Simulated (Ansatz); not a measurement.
One change: `SC[SiH2]S` becomes `S[SiH2]C[SeH]`.

Ansatz, PBE0-D4/def2-TZVP geometries, multiplicity 1. Each molecule was computed in one conformer, which needn't be the lowest.

Scalar relativity is left out up to krypton.

```
                                      property  `SC[SiH2]S`
             HOMO energy (PBE/def2-TZVPP) / eV        -5.68
          HOMO–LUMO gap (PBE0/def2-TZVPP) / eV         7.07
         HOMO–LUMO gap (B3LYP/def2-TZVPP) / eV         6.57
           HOMO–LUMO gap (PBE/def2-TZVPP) / eV         4.94
            LUMO energy (PBE0/def2-TZVPP) / eV         0.17
size of the dipole moment (PBE/def2-TZVPP) / D         0.76
```

**Question.** Give the same properties after the change, and the shifts. (Estimate.)

**Answer.** Computed: 
```csv
property,`S[SiH2]C[SeH]`,shift
HOMO energy (PBE/def2-TZVPP) / eV,-5.57,0.11
HOMO–LUMO gap (PBE0/def2-TZVPP) / eV,6.52,-0.55
HOMO–LUMO gap (B3LYP/def2-TZVPP) / eV,6.03,-0.54
HOMO–LUMO gap (PBE/def2-TZVPP) / eV,4.48,-0.46
LUMO energy (PBE0/def2-TZVPP) / eV,-0.23,-0.40
size of the dipole moment (PBE/def2-TZVPP) / D,1.35,0.59
```

With PBE0 the HOMO rises by 0.16 eV and the LUMO falls by 0.40 eV, so the gap narrows by about 0.56 eV. PBE moves the HOMO by 0.11 eV and ωB97M-V by 0.16 eV. Dipoles are sizes alone; their direction can turn.

B3LYP here is the variant with VWN-RPA as its local correlation; programs differ in this.

Spin–orbit coupling is left out; it splits and shifts lone-pair levels of the heavy atoms by tenths of an eV.
